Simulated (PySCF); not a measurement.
**How methods differ on the ionisation energy of Cr**

Cr [Ar] 3d5 4s1 (7S) → Cr+ [Ar] 3d5 (6S), as a difference of total energies. Computed with PySCF 2.14 in aug-cc-pVTZ (8s7p5d3f2g, 93 functions), with no relativity, point nucleus. Correlated levels: valence: [Ar] frozen. The calculations carry no spin-orbit coupling.

```csv
method,ionisation energy (eV),difference from reference (eV)
UHF,5.903,-0.864
LDA,7.472,+0.705
PBE,7.270,+0.503
PBE0,6.933,+0.166
r2SCAN,7.216,+0.449
LC-wPBE,6.642,-0.125
M06-2X,6.503,-0.264
revPBE,7.187,+0.420
B2PLYP,6.643,-0.124
MP2 (valence),6.396,-0.371
SCS-MP2 (valence),6.068,-0.699
```

Reference: 6.767 eV (measured; NIST Atomic Spectra Database, ionization energies).

These non-relativistic numbers lack the scalar-relativistic shift.

Errors of the correlated levels include the incompleteness of this basis and the frozen core.
